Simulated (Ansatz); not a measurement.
Reactions of Cl$_{3}$GeH, SMILES `[Cl][GeH]([Cl])[Cl]`.

Calculated with Ansatz (gas phase, PBE0-D4/def2-TZVP geometries, no zero-point term in ΔE). CCSD(T)/CBS adds triple-zeta CCSD(T) − MP2 to the extrapolated MP2 energy (def2 sets, frozen cores). This one scheme is used for every species, atoms too. DFT in def2-TZVPP. No spin–orbit coupling; open shells (•) take unrestricted orbitals. Spin–orbit coupling would lower the free atoms: a little for Cl; clearly for Ge. For Br, Ge outer-core shells are correlated without core-valence functions, so the limit isn't a true one: a few kJ/mol of doubt a bond, and 10 to 20 or more in all where bonds break to atoms. Scalar relativity is left out up to krypton. Each species was taken in one conformer, which may not be the lowest.

```tsv
reaction	MP2/CBS(def2) (kcal/mol)	r2SCAN-D4 (kcal/mol)	CCSD(T)/CBS(def2) (kcal/mol)
`[Cl][GeH]([Cl])[Cl]` + `CCS` → `[SH][GeH]([Cl])[Cl]` + `CCCl`	7.0	6.8	6.7
`[Cl][GeH]([Cl])[Cl]` + `CC(C)(C)S` → `[SH][GeH]([Cl])[Cl]` + `CC(C)(C)Cl`	5.3	4.4	4.8
`[Cl][GeH]([Cl])[Cl]` → Cl₂ + `[Cl][GeH]`	108.6	105.7	101.4
`[Cl][GeH]([Cl])[Cl]` + HBr → `[Cl][GeH]([Cl])[Br]` + HCl	-2.3	-1.5	-2.0
`[Cl][GeH]([Cl])[Cl]` → 3 Cl• + Ge• + H•	340.4	331.4	327.8
`[Cl][GeH]([Cl])[Cl]` + `C[Si](N)(O)Cl` → `[OH][GeH]([Cl])[Cl]` + `C[Si](N)(Cl)Cl`	7.9	8.5	8.4
```

Largest T1 diagnostic: 0.013, for `[Cl][GeH]`.
